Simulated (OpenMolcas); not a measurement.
Rh2+: CASPT2 settings compared

| Property | Result |
| --- | --- |
| Program | OpenMolcas |
| Basis | ANO-R3 [8s6p5d3f2g1h] |
| Scalar Hamiltonian | X2C, finite nucleus |
| Active space | 7 electrons in 5 orbitals (4d) |
| State averaging | 2S+1 = 4 even, 10 roots; 2S+1 = 2 even, 40 roots |
| Spin-orbit coupling | state interaction with AMFI integrals over the reference wave functions, term energies averaged over their components |

Methods on the same reference wave functions:
A. CASSCF
B. SS-CASPT2, IPEA 0.75 Eh, real shift 0.4 Eh (closed shells correlated: none)
C. SS-CASPT2, IPEA 0.4 Eh, no level shift (closed shells correlated: 4s 4p)
D. SS-CASPT2, IPEA 0.6 Eh, sigma2 regulariser 0.25 Eh (closed shells correlated: none)
E. MS-CASPT2, IPEA 0.4 Eh, no level shift (closed shells correlated: 4s 4p)

Energies in cm⁻¹ above 4d⁷ ⁴F_9/2, the measured ground level; measured values from the list in Shadmi, J. Res. Natl. Bur. Stand. 70A, 435 (1966).

```tsv
Level	A	B	C	D	E	Measured
4d⁷ ⁴F_9/2	0.0	0.0	0.0	0.0	0.0	0.0
4d⁷ ⁴F_7/2	2105	2110	2130	2120	2130	2148
4d⁷ ⁴F_5/2	3491	3470	3480	3470	3480	3486
4d⁷ ⁴F_3/2	4383	4330	4340	4320	4340	4322
4d⁷ ⁴P_5/2	14975	12030	11880	11910	11880	11062
4d⁷ ⁴P_3/2 [75 %]	15035	12350	11990	12220	11750	10997
4d⁷ ²G_9/2	15519	14620	13500	14460	13530	
4d⁷ ⁴P_1/2	16430	13600	13370	13480	13270	
4d⁷ ²G_7/2	17627	16720	15620	16550	15620	
4d⁷ ²H_11/2	20572	19410	17850	19280	18170	
4d⁷ ²D_5/2(1)	22499	19290	19090	19080	19090	
4d⁷ ²P_1/2	22524	21050	19630	20920	18570	
4d⁷ ²H_9/2	22649	21520	20010	21380	20290	
4d⁷ ²D_3/2(1) [57 %]	26033	23400	22770	23220	22490	
4d⁷ ²F_5/2	34203	29760	27860	29500	27860	
4d⁷ ²F_7/2	35208	30830	28920	30570	28920	
4d⁷ ²D_3/2(2)	53329	44630	44060	44420	44060	
4d⁷ ²D_5/2(2)	54347	45700	45100	45480	45100
```

Deviations, from unrounded energies. A percentage is the sum of absolute deviations over the sum of measured energies, with the sign that they share, or ± where signs differ.

| Against measurement | Levels | A | B | C | D | E |
| --- | --- | --- | --- | --- | --- | --- |
| mean absolute deviation (cm-1) | 5 | 1600 | 470 | 370 | 420 | 320 |
| fine structure of the ground term (%) | 3 | ±1.1 | ±0.6 | ±0.4 | ±0.5 | ±0.4 |
| other terms of the ground configuration (%) | 2 | +36.0 | +10.5 | +8.2 | +9.4 | +7.1 |

E lies closest to measurement on these levels and A furthest from it. The largest miss of E in the table is 4d⁷ ⁴P_5/2, by +820 cm-1. The ranking rests on the paired levels alone, and a cruder setting can come out closer through cancelling errors.

Among B to E the level of the table that moves most is 4d⁷ ²P_1/2, by 2500 cm-1 (lowest in E, highest in B). Moves below CASPT2's spread within the term are not significant.

The mean deviations of B to E differ by less than CASPT2's widest spread within a term (1200 cm-1), so their order carries little weight.

From A to B the spin-free energies of the other terms of 4d⁷ shown, above ⁴F, scale by factors of 0.78 to 0.94, as is usual when dynamic correlation screens the repulsion within a d or f shell.

The lowest spin-free term lies below A's lowest term by 0.168 hartree in B, 0.531 hartree in C, 0.172 hartree in D, 0.531 hartree in E.

CASPT2 does not keep the components of a term degenerate, so their means are used; among the terms shown or strongly mixed into the levels shown the widest spread is 1200 cm-1 (4d⁷ ⁴F, E). Levels of configurations with an s electron are missing; early in the row they begin among the upper levels of the d shell and mix with terms of their name. The CASPT2 spread within a term exceeds the gap to the next term for 4d⁷ ²D(1) and 4d⁷ ²P, 4d⁷ ²P and 4d⁷ ²H, so the order of their levels is uncertain, and so are names and mixing where such terms share a J (figures for B; the like holds for C, D). Without dynamic correlation excited terms often stand tens of per cent too high (terms of higher spin than the ground term too low), and those without a measured partner can miss by more than the paired ones (holds for A). Measured partners are found by configuration, term and J. A level has none where our copy of the source lacks it or the pairing is in doubt (some pairs that miss far off the trend of their configuration count as doubtful), and it then counts in no deviation. Levels of configurations outside the active space are missing. The table leaves out levels that lie high or whose names do not pair safely across all columns.

A share in square brackets marks a mixed level and gives the weight of the term that names it, the lowest over the columns. A number in round brackets counts repeated terms of one configuration in the order of the reference energies.
